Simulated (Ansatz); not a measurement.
System: dihydroxysilane, sum formula H4SiO2 (charge 0, singlet). 
Geometry from a B3LYP-D3(BJ)/def2-TZVP (Ansatz, an electronic-structure program) optimisation:
SMILES: O[SiH2]O
```xyz
7

Si    -0.2925    -0.2931     0.1712
O     -0.7095     1.2473    -0.2304
O      1.2327    -0.7182    -0.2769
H     -1.1896    -1.1614    -0.6019
H     -0.4295    -0.4631     1.6397
H     -0.4451     1.9714     0.3410
H      1.9733    -0.4760     0.2832
```
Charge 0, spin multiplicity 1.

Total electronic energies in hartree. Cores are frozen in the correlated levels unless marked. Spin-orbit coupling is left out. Non-relativistic. Basis-set limits of correlation are two-point, X^-3; Hartree-Fock from the larger set (for Q and 5 zeta extrapolated as (X+1)exp(-9√X)).

| level | program | energy (Eh) |
|---|---|---|
| HF/aug-cc-pV(D+d)Z | Ansatz | -441.11011 |
| SVWN5/def2-TZVPD | Ansatz | -440.26553 |
| PBE-D4/def2-TZVPD | Ansatz + dftd4 | -442.20482 |
| r2SCAN-D4/def2-TZVPD | Ansatz + dftd4 | ___ |
| B3LYP-D4/def2-TZVPD | Ansatz + dftd4 | ___ |
| MP2/cc-pV(D+d)Z | Ansatz | -441.56490 |
| CCSD/6-31G | Ansatz | -441.23231 |
| CCSD(T)/cc-pV(T+d)Z | Ansatz | -441.81930 |
| CCSD(T)/CBS(cc-pV(Q+d)Z,cc-pV(5+d)Z) | Ansatz | -441.9217 |

### Question
Fill in the missing entries.

### Answer

- r2SCAN-D4/def2-TZVPD, energy (Eh): -442.41814
- B3LYP-D4/def2-TZVPD, energy (Eh): -442.55068
